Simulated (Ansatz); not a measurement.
Isolated molecules relaxed with PBE0-D4/def2-TZVP in Ansatz; ΔE leaves out vibrations. CBS: MP2 limit from def2 TZ/QZ plus the TZ coupled-cluster correction, frozen cores. Functionals use def2-TZVPP. For Se, Ti outer-core shells are correlated without core-valence functions, which leaves a few kJ/mol of doubt a bond. Scalar relativity is left out up to krypton. Each species was taken in one conformer, which may not be the lowest.

`CC[O][Ti]([Cl])([O]C)[N](C)C` + `C[Se]C#N` → `C[O][Ti]([Cl])([Se]C)[N](C)C` + `CCOC#N`  (formal exchange of groups at a Ti–O bond)

```csv
level,ΔE (eV)
ωB97X-V,0.73
PBE0,0.61
```

Problem. What does CCSD(T)/CBS give? (Estimate.)

Solution. The calculation gave: +0.67 eV. The listed levels differ from it by 0.06, -0.06 eV.

Largest T1 diagnostic among the species: 0.022, so the coupled-cluster value is less sure than usual.

In def2-TZVPP, CCSD(T) changes the Hartree–Fock value by −0.11 eV (the triples alone add −0.07 eV) and MP2 by −0.24 eV. Leaving LDA and LC-ωPBE aside and taking each functional with its dispersion term where it has one, the values, not all of them listed here, spread over 0.17 eV, from PBE-QIDH to CAM-B3LYP-D4. LDA lies −0.10 eV from PBE without D4.
